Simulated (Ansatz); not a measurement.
A made-up structure of CH$_{2}$NTe (charge +1), closed shell:

| atom | x (Å) | y (Å) | z (Å) |
| --- | --- | --- | --- |
| N1 | -1.0948 | -0.7241 | -0.2170 |
| C2 | -0.1559 | -0.2160 | 0.1978 |
| Te3 | 1.5013 | 0.6375 | 1.0176 |
| H4 | 0.0856 | -0.3783 | 1.2171 |
| H5 | 1.6694 | 1.4703 | -0.4107 |

It is relaxed with PBE-D4/def2-SVP and then PBE0-D4/def2-TZVP (Ansatz 0.2.0). Atoms count as bonded within 1.22 times the sum of their covalent radii (H–H: 0.88 Å). The end point is not checked to be a true minimum.

Problem. Does its bonding change? (A judgement: the text doesn't fix the answer.)

Solution. The calculation gives: Yes. Formed: N1–H4; broken: C2–H4, Te3–H4.

Where it ends: The first stage lowers the energy by 1.86 eV in 12 steps. It ends as CH₂NTe ([NH][C][TeH]), total charge +1:
```json
{"atom": "N1", "x (Å)": "-0.7798", "y (Å)": "-0.4243", "z (Å)": "0.5525"}
{"atom": "C2", "x (Å)": "0.3241", "y (Å)": "-0.1634", "z (Å)": "0.3939"}
{"atom": "Te3", "x (Å)": "2.3071", "y (Å)": "0.2064", "z (Å)": "0.1161"}
{"atom": "H4", "x (Å)": "-1.7524", "y (Å)": "-0.6474", "z (Å)": "0.6914"}
{"atom": "H5", "x (Å)": "1.9067", "y (Å)": "1.8180", "z (Å)": "0.0508"}
```

Labels in which every atom is bracketed show which atoms are joined, not bond orders.

For scale, one of the runs: PBE0-D4/def2-TZVP relaxation, 124 basis functions, launched by `ansatz run in.yaml --threads 2 --pin off --events-out ev --progress --plain --max-ram 4352MiB`. The run took about 40 s on 2 CPU threads of an Arm Neoverse V2 (shared host).
